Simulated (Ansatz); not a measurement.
**Question.** Name a neutral molecule of F, O, Ta and H with LUMO energy (PBE/def2-TZVPP) between -2.45 and -2.15 eV and LUMO energy (PBE0/def2-TZVPP) between -1.65 and -1.35 eV (Ansatz, PBE0-D4/def2-TZVP geometry).

**Answer.** `[OH][Ta]([F])([F])([F])[F]` (-2.42 eV, -1.63 eV); `[OH][Ta]([OH])([F])([F])[F]` (-2.34 eV, -1.52 eV). Other molecules can fit too; these were computed, each in one conformer that needn't be the lowest.
